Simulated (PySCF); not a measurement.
**[Er(H2O)4]3+: from a saddle point downhill**

PySCF 2.14.0, RKS PBE0, Er lcecp-1-SVP with ECP57, O def2-SVP, H def2-SVP; non-relativistic Hamiltonian with scalar-relativistic core potentials where named; density fitting; no spin-orbit coupling. Relaxed within the symmetry of its start, the geometry (D2d) is

```xyz
13

Er    0.0000    0.0000    0.0000
O     1.2908    1.3028    1.3028
H     1.6604    1.1020    2.1930
H     1.6604    2.1930    1.1020
O    -1.2908   -1.3028    1.3028
H    -1.6604   -1.1020    2.1930
H    -1.6604   -2.1930    1.1020
O     1.2908   -1.3028   -1.3028
H     1.6604   -2.1930   -1.1020
H     1.6604   -1.1020   -2.1930
O    -1.2908    1.3028   -1.3028
H    -1.6604    2.1930   -1.1020
H    -1.6604    1.1020   -2.1930
```

and its lowest harmonic modes are -144, -41, -41, 6, 52, 62 cm⁻¹ (negative: unstable). It was moved along the lowest mode and relaxed again, within the group S4 that the move left.

Q: Where does it end, and how much lower?

A: In S4, 0.048 eV lower, after 15 steps:
```xyz
13

Er    0.0000    0.0000    0.0000
O     1.3342    1.3121    1.2459
H     2.1385    1.0581    1.7541
H     1.2596    2.2808    1.4076
O    -1.3341   -1.2460    1.3121
H    -1.2597   -1.4075    2.2807
H    -2.1385   -1.7541    1.0580
O     1.3342   -1.3121   -1.2459
H     1.2596   -2.2808   -1.4076
H     2.1385   -1.0581   -1.7541
O    -1.3341    1.2460   -1.3121
H    -2.1385    1.7541   -1.0580
H    -1.2597    1.4075   -2.2807
```

Q: How do the contacts change?

A: 
| contact | saddle (Å) | end (Å) |
| --- | --- | --- |
| Er1–O2 (H2O) | 2.250 | 2.248 |
| Er1–O5 (H2O) | 2.250 | 2.248 |
| Er1–O8 (H2O) | 2.250 | 2.248 |
| Er1–O11 (H2O) | 2.250 | 2.248 |


Q: Is the end a minimum?

A: Yes; lowest modes 42, 43, 50, 62, 67, 103 cm⁻¹.

An lcecp potential fixes the number of 4f electrons, so in runs with it no electron can move into or out of that shell.

State: singlet in the valence, with the 4f electrons in the core potential.
